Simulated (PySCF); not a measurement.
C₄H₃BF₂O.
Atom-mapped SMILES: `[F:1][B:2]([F:3])[c:4]1[cH:5][cH:6][cH:7][o:8]1` (hydrogens: H9 on C5; H10 on C6; H11 on C7)

Method: PBE0-D3(BJ)/def2-SVP geometry optimisation, gas phase in PySCF 2.14.0.

Problem. List the bond lengths, angles and torsions at this level.

Solution. 
```
        bond  length (Å)     order
F1–B2, B2–F3       1.320    single
       B2–C4       1.533    single
       C4–C5       1.376  aromatic
       C5–C6       1.420  aromatic
       C6–C7       1.369  aromatic
       C7–O8       1.333  aromatic
       C4–O8       1.364  aromatic
       C5–H9       1.088    single
      C6–H10       1.088    single
      C7–H11       1.088    single
```

Bonds in one row agree within 0.01 Å and their mean is given. Orders are formal, as drawn. A selection of angles:
```
   angle  degrees
F1–B2–F3    117.8
F1–B2–C4    120.4
F3–B2–C4    121.8
B2–C4–C5    132.2
B2–C4–O8    119.1
C5–C4–O8    108.7
C4–C5–C6    106.9
C5–C6–C7    105.4
C6–C7–O8    111.0
C4–O8–C7    108.0
```

Dihedral angles: F1–B2–C4–C5 0° (synperiplanar).

O8 (furan-type oxygen) is bent (angle 108.0°). The C–C distances run from 1.369 Å (C6–C7, aromatic) to 1.420 Å (C5–C6, aromatic), a spread of 0.051 Å. The 8 heavy atoms lie in one plane (0.004 Å rms). B2 (three-coordinate boron) is planar (angles 121.8°, 120.4° and 117.8°, sum 360.0°, 0.00 Å off the plane of its three neighbours). The 2 C–O bonds span 1.333 Å (C7–O8, aromatic) to 1.364 Å (C4–O8, aromatic), a spread of 0.031 Å. The 5-membered ring C4–C5–C6–C7–O8 has internal angles of 105.4° to 111.0°; it is planar, 0.00 Å rms from its mean plane, widest ring torsion 0°.

Point group: Cs (tolerance 0.08 Å). Whether it is a minimum is left open (no frequencies).

On one thread of an Arm Neoverse V1, no GPU (shared host), this took 64 s of wall time and 0.52 GiB of memory at its peak. This is the geometry optimisation.
